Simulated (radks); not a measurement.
The numbers below are computed, except where a source is named.
All-electron atom: the cerium ion Ce+ in [Xe] 4f1 5d2. Level of theory: Dirac Kohn-Sham, PBE, spin-unpolarised, spherical densities, point nucleus; open shells fill j = l - 1/2 first (a radial shooting solver on a logarithmic mesh with Libxc functionals).

Spin-orbit splittings of the eigenvalues, e(l+1/2) - e(l-1/2), with zeta = 2 splitting/(2l+1) and mean radii in bohr:

| shell | occ. | splitting (eV) | zeta (eV) | <r> j=l-1/2 | <r> j=l+1/2 |
|---|---|---|---|---|---|
| 2p | 6 | 446.6 | 297.7 | 0.08795 | 0.09415 |
| 3p | 6 | 87.77 | 58.51 | 0.2681 | 0.2802 |
| 3d | 10 | ? | ? | 0.2513 | 0.2552 |
| 4p | 6 | 18.85 | 12.57 | 0.6561 | 0.6833 |
| 4d | 10 | 3.303 | 1.321 | 0.7387 | 0.7484 |
| 4f | 1 | 0.3290 | 0.09399 | 1.109 | 1.122 |
| 5p | 6 | 2.696 | 1.797 | 1.715 | 1.798 |
| 5d | 2 | 0.2051 | 0.08203 | 2.824 | 2.880 |

Estimate the 3d splitting.

Answer. 18.84 eV (zeta = 7.538 eV).
